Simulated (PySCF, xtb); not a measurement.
H₃InS₂, SMILES [InH]([SH])[SH].

GFN2-xTB in xtb at its own geometry gives an orbital gap of 2.81 eV and a dipole moment of 3.43 D.

Coordinates come from a B3LYP-D3(BJ)/def2-SVP optimisation. The def2 effective core potentials stand for the cores of In; spin–orbit coupling is left out. Other conformers were not sampled.

What does M06-2X/def2-TZVPD (PySCF) give? (The exact figures need the calculation; the answer reports its results.)

gap 7.39 eV (levels -8.51 and -1.12 eV), dipole 2.65 D.
